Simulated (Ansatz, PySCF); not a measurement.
Si(F)(OH)3 (FH3O3Si), SMILES O[Si](F)(O)O.

Geometry optimised at TPSSh-D3(BJ)/def2-SVP. One conformer was computed; it need not be the lowest.

Vertical ionisation energy (IE) and electron affinity (EA) in eV. Rows of orbital energies are one-electron estimates. Where ΔSCF, EOM or ADC give a negative EA the extra electron is unbound and the value depends on the basis.

```csv
level,IE,EA
"−ε(HOMO), −ε(LUMO), r2SCAN/def2-TZVP (PySCF)",[?],[?]
"ΔSCF, CAM-B3LYP/def2-SVPD (Ansatz), final states of multiplicity 2 and 2",12.64,-0.91
```

Problem. Some entries are withheld; supply them. (The exact figures need the calculation; the answer reports its results.)

Solution. 
- −ε(HOMO), −ε(LUMO), r2SCAN/def2-TZVP (PySCF), IE: 8.35
- −ε(HOMO), −ε(LUMO), r2SCAN/def2-TZVP (PySCF), EA: -0.03

Problem. What vertical singlet–triplet gap does ΔSCF give with CAM-B3LYP/def2-SVPD (Ansatz, a quantum-chemistry and plane-wave program)? (An estimate is asked for; the answer gives what the named calculation found.)

Solution. 8.28 eV (triplet above singlet where positive).
